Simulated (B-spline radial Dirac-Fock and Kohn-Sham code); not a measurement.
Satellites and hypersatellites of the K lines of Mn

System: the Mn atom, configuration [Ar] 3d5 4s2.

Method: multi-electron Dirac-Fock with separately optimised hole states, Breit and Lamb-shift corrections added in first order. Computed with a radial B-spline solver. Each two-hole energy is an average over J within one jj subconfiguration, not an observable level; in light atoms, where LS coupling holds, the j-resolved values are not observed lines, and for a K spectator the Kα1 hypersatellite is nearly forbidden. Electron correlation is not included.

Lines without a spectator: Kα2 (K-L2) 5886.5 eV, Kα1 (K-L3) 5896.7 eV, Kβ3 (K-M2) 6486.4 eV, Kβ1 (K-M3) 6487.6 eV. Shifts in eV with one spectator hole (a dash: not computed, or left out as unreliable):

| spectator hole | Kα2 | Kα1 | Kβ3 | Kβ1 |
| --- | --- | --- | --- | --- |
| K (1s) | +261.0 | +262.8 | +324.9 | +325.2 |
| L2 (2p1/2) | +23.51 | +28.82 | – | +65.9 |
| L3 (2p3/2) | +27.02 | +25.82 | +64.0 | – |
| M2 (3p1/2) | – | +1.88 | +4.37 | +5.82 |
| M3 (3p3/2) | +1.73 | – | +5.53 | +5.13 |

With n spectator holes in 2p, averaged over the 2p shell (energies in eV):

| n | KαLⁿ | step | hypersatellite KαʰLⁿ |
| --- | --- | --- | --- |
| 0 | 5893.3 | – | 6155.5 |
| 1 | 5920.1 | +26.8 | 6183.4 |
| 2 | 5947.9 | +27.8 | 6212.4 |
| 3 | 5976.9 | +28.9 | 6242.6 |
| 4 | 6007.0 | +30.1 | 6273.9 |
| 5 | 6038.2 | +31.2 | 6306.3 |
